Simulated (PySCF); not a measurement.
GeH4S2, SMILES [SH][GeH2][SH].

Geometry: B3LYP-D3(BJ)/def2-SVP. The values are those of a single conformer.

Level of theory: PySCF with TDA-ωB97X/def2-SVPD.

Vertical excitations. Gas-phase values at a fixed geometry. State labels are in the subgroup C2.

Question: Give excitation energies, oscillator strengths and character. (Estimate from the structure and the level; the computed values follow.)

Answer: 
```csv
state,symmetry,energy (eV),λ (nm),f,main pairs
S1,B,5.62,221,0.023,HOMO→LUMO 78 %
S2,A,5.86,211,0.010,HOMO−1→LUMO 75 %
S3,B,6.43,193,0.047,"HOMO→LUMO+1 65 %, HOMO−1→LUMO+2 22 %"
S4,A,6.53,190,0.032,"HOMO→LUMO+2 51 %, HOMO−1→LUMO+1 36 %"
S5,A,7.05,176,0.001,"HOMO→LUMO+2 34 %, HOMO−1→LUMO+1 26 %, HOMO→LUMO+3 9 %, HOMO−1→LUMO 7 %"
S6,B,7.30,170,0.008,"HOMO−1→LUMO+2 42 %, HOMO−2→LUMO 20 %, HOMO→LUMO+1 14 %, HOMO→LUMO+4 12 %"
S7,A,7.77,160,0.003,"HOMO→LUMO+3 32 %, HOMO−1→LUMO+1 20 %, HOMO→LUMO+7 18 %, HOMO−1→LUMO+4 6 %"
S8,B,7.89,157,0.001,"HOMO−1→LUMO+3 19 %, HOMO→LUMO+4 19 %, HOMO→LUMO+5 12 %, HOMO→LUMO 11 %"
S9,B,7.96,156,0.189,"HOMO−1→LUMO+6 35 %, HOMO−2→LUMO 28 %, HOMO→LUMO+4 15 %, HOMO−1→LUMO+7 7 %"
S10,A,7.96,156,0.000,"HOMO→LUMO+6 60 %, HOMO→LUMO+7 19 %"
T1,B,5.13,241,0,HOMO→LUMO 82 %
T2,A,5.46,227,0,HOMO−1→LUMO 75 %
T3,B,5.98,207,0,"HOMO→LUMO+1 53 %, HOMO−1→LUMO+2 18 %"
T4,A,6.02,206,0,"HOMO→LUMO+2 41 %, HOMO−1→LUMO+1 30 %, HOMO→LUMO+6 8 %"
```
Triplets are in the Tamm–Dancoff approximation.
